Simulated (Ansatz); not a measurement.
Total energies of Na₈F₈ (relaxed from a model of 2x2x4 NaF rock-salt block, whose bonding it doesn't keep) from Ansatz at PBE-D4/def2-SVP, gas phase (1 Eh = 27.2114 eV = 2625.5 kJ/mol). The reference geometry is relaxed at r2SCAN-D4/def2-SVP.

```xyz
16

Na   -2.211    0.143   -2.740
F    -1.713    0.569   -0.707
Na   -1.052    0.921    1.302
F    -0.382    1.257    3.311
F    -0.318    0.774   -3.463
Na    0.332    1.187   -1.461
F     0.966    1.590    0.547
Na    1.532    1.830    2.592
F    -1.556   -1.872   -2.601
Na   -0.958   -1.553   -0.566
F    -0.346   -1.226    1.462
Na    0.328   -0.739    3.430
Na    0.350   -1.233   -3.282
F     1.092   -0.932   -1.302
Na    1.678   -0.554    0.725
F     2.256   -0.159    2.753
```

```
            state                       geometry  energy (Eh)
 charge 0 singlet                      reference  -2095.27023
 charge 1 doublet                      reference  -2094.96189
 charge 1 doublet  relaxed at r2SCAN-D4/def2-SVP  -2094.97421
charge -1 doublet                      reference  -2095.26830
```

(1) Work out the vertical ionisation energy to the doublet.

(2) Work out the vertical electron affinity, to the doublet.

(3) Give the fundamental gap IE − EA, the Mulliken electronegativity (IE + EA)/2 and the hardness (IE − EA)/2.

(4) How much does the charge 1 doublet relax, and what is the adiabatic ionisation energy?

(1) E(charge 1 doublet) − E(charge 0 singlet) = -2094.96189 − (-2095.27023) = 0.30834 Eh = 8.39 eV. For comparison, −ε of the highest occupied level is 5.98 eV at this level, 2.41 eV less.

(2) E(charge 0 singlet) − E(charge -1 doublet) = -2095.27023 − (-2095.26830) = -0.00193 Eh = -0.05 eV; so near zero that its sign isn't settled. The basis lacks diffuse functions, which makes affinities too small.

(3) From the values in Eh: IE − EA = 0.30834 − (-0.00193) = 0.31027 Eh = 8.44 eV; (IE + EA)/2 = 4.17 eV; (IE − EA)/2 = 4.22 eV. The HOMO–LUMO gap of the same run is 4.95 eV, 3.49 eV smaller than the fundamental gap.

(4) Relaxation: -2094.96189 − (-2094.97421) = 0.01232 Eh = 0.34 eV. Adiabatic ionisation energy: 0.29602 Eh = 8.06 eV, without zero-point energy. 

At PBE-D4/def2-SVP the gap within one spin of the charge 1 doublet nearly closes, so an electron or hole may be smeared out by delocalisation error. At PBE-D4/def2-SVP the gap within one spin of the relaxed charge 1 doublet nearly closes, so an electron or hole may be smeared out by delocalisation error. At PBE-D4/def2-SVP the gap within one spin of the charge -1 doublet nearly closes, so an electron or hole may be smeared out by delocalisation error. At PBE-D4/def2-SVP the highest occupied level of the charge -1 doublet lies above zero (up to 1.16 eV). Energy differences put its binding near zero (-0.05 eV; vertical, to the charge 0 singlet, at PBE-D4/def2-SVP), which leaves it undecided.
